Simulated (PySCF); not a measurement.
## Nuclear quadrupole coupling in `Clc1cpccn1`

Species: C4H3ClNP.
SMILES with atom numbers: `[Cl:1][c:2]1[cH:3][p:4][cH:5][cH:6][n:7]1` (hydrogens: H8 on C3; H9 on C5; H10 on C6)

Field gradients from the PBE0/pcSseg-1 density (PySCF, non-relativistic), principal values in atomic units, ordered |Vxx| ≤ |Vyy| ≤ |Vzz|:

| atom | Vxx | Vyy | Vzz |
| --- | --- | --- | --- |
| Cl1 | -1.5736 | -2.2246 | 3.7982 |
| N7 | 0.4222 | 0.6939 | -1.1161 |

Question: Find the asymmetry η = (Vxx − Vyy)/Vzz and the couplings χ = eQV/h (234.96 MHz × Q in barn × V in au), with Q(35Cl) = −0.0817 b, Q(14N) = 0.02044 b.

Answer: 
```
atom             environment  nucleus     η  χzz (MHz)  χxx (MHz)  χyy (MHz)
 Cl1           aryl chlorine     35Cl  0.17     -72.91      30.21      42.70
  N7  pyridine-type nitrogen      14N  0.24      -5.36       2.03       3.33
```

Question: What is Vzz at Cl1 in SI units (1 au = 9.71736 × 10²¹ V/m²)?

Answer: 3.7982 au = 36.908 × 10²¹ V/m².

Question: And the gradient at the other heavy atoms, for which no coupling is worked out here?

Answer: 
```csv
atom,environment,Vzz (au),η
C2,aromatic C–Cl carbon,-0.346,0.05
C3,aromatic CH carbon,0.283,0.20
P4,phosphorus bonded to 2 C,-1.449,0.67
C5,aromatic CH carbon,0.310,0.13
C6,aromatic CH next to a ring nitrogen,0.375,0.43
```

Question: What couplings would deuterons (Q(2H) = 0.00286 b) have in place of the hydrogens, at this geometry?

Answer: 
```csv
atom,bonded to,bond length (Å),Vzz (au),η,χzz (kHz)
H8,C3,1.081,0.3234,0.07,217
H9,C5,1.082,0.3254,0.07,219
H10,C6,1.085,0.3116,0.05,209
```

Isolated species at its GFN2-xTB geometry, gas phase. GFN2-xTB bond lengths can be off by several hundredths of an ångström, more for odd bonds, and the gradients follow them. A larger basis could move these couplings by a tenth or more.
